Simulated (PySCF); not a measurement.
**Si2BH5ClO4F**

Si2BH5ClO4F is a molecule drawn to mimic a surface site (built as: Si site whose three back bonds go to OSiH3, F, OB(OH)2; end group Cl), neutral, singlet. The structure, one conformer, was relaxed in the gas phase by PBE0-D3(BJ)/def2-SVP. No frequency run checks that it is a minimum.

SMILES: OB(O)O[Si](F)(Cl)O[SiH3]

```xyz
14

Si    0.858    1.404   -1.625
O     0.644    1.554   -0.033
Si    0.538    0.807    1.459
F     0.716    2.849   -2.299
O    -0.270    0.453   -2.346
B    -0.777   -0.749   -1.923
O    -0.341   -1.263   -0.738
O    -1.699   -1.414   -2.663
Cl    2.722    0.698   -2.048
H    -0.862    0.363    1.706
H     0.914    1.832    2.473
H     1.480   -0.343    1.534
H    -0.754   -2.106   -0.526
H    -1.916   -0.942   -3.474
```
Atoms count from 1 in this order.

Shieldings: GIAO PBE0/pcSseg-1. Shifts are against computed references at the same level: H TMS (σ 31.27 ppm), Si TMS (σ 352.0 ppm). Core levels by delta-SCF with SCAN, pcX-2 on the ionised atom and pcseg-1 elsewhere, spin-free X2C (2p3/2 is the spin-free 2p value less a third of a first-order spin-orbit splitting); from the vacuum level, for chosen atoms.

Q: Give the shieldings and core levels atom by atom.

A: 
```
      atoms         bonded to  σ (ppm)  δ (ppm)  core level (eV)
        Si1  1 Cl + 1 F + 2 O    422.7    -70.7     2p3/2 109.73
         O2              2 Si    279.3        -        1s 538.56
        Si3         1 O + 3 H    386.0    -34.0                -
         F4              1 Si    308.9        -        1s 692.87
         O5        1 B + 1 Si    212.0        -        1s 539.06
         B6               3 O     82.8        -                -
         O7         1 B + 1 H    246.6        -                -
         O8         1 B + 1 H    243.1        -                -
        Cl9              1 Si    907.5        -     2p3/2 206.41
H10 H11 H12              1 Si    26.26     5.00                -
        H13               1 O    27.94     3.32                -
        H14               1 O    27.89     3.37                -
```

Values are those of this one static structure, with the three H of a rotating XH3 group averaged; atoms that internal rotation interchanges would show their mean in an NMR spectrum.

Q: Which of O2, O5 holds its core electrons tightest, and by how much against the loosest?

A: O5 (bonded to 1 B + 1 Si), by 0.50 eV over O2 (bonded to 2 Si).

Q: By CAM-B3LYP/def2-SVPD (TDDFT singlets, Tamm-Dancoff triplets, ionisation by delta-SCF), where does absorption start, and what does vertical ionisation take?

A: The lowest singlet lies at 7.84 eV (f 0.002), the strongest of the first 6 at 8.59 eV (f 0.051), the lowest triplet at 7.42 eV; vertical ionisation takes 11.41 eV.
